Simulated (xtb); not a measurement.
SnHCl3, SMILES [Cl][SnH]([Cl])[Cl]. All values are semi-empirical tight-binding results from xtb (GFN2-xTB unless named), good for trends rather than for accurate numbers. The structure is a stationary point at GFN2-xTB.

Optimised geometry:

```xyz
5

Sn     0.0000     0.0000     0.4180
Cl    -1.8464    -1.0660    -0.4522
Cl     0.0000     2.1320    -0.4522
Cl     1.8464    -1.0660    -0.4522
H      0.0000     0.0000     2.1599
```

For metal compounds this method's bond lengths and energies can be far off.

Question: Estimate the properties. (The exact figures need the calculation; the answer reports its results.)

Answer: 
The point group as xtb finds it is C3v, the orbital gap comes out as 3.37 eV and the zero-point energy is 4.9 kcal/mol. The G − E(el) at 298.15 K (modified RRHO) is -15.7 kcal/mol.

Computed atomic charges and the Wiberg bond orders between heavy atoms:
charges (e) Sn1 0.40, Cl2 -0.15, Cl3 -0.15, Cl4 -0.15, H5 0.05. Bond orders Sn1–Cl2 0.89, Sn1–Cl3 0.89, Sn1–Cl4 0.89.
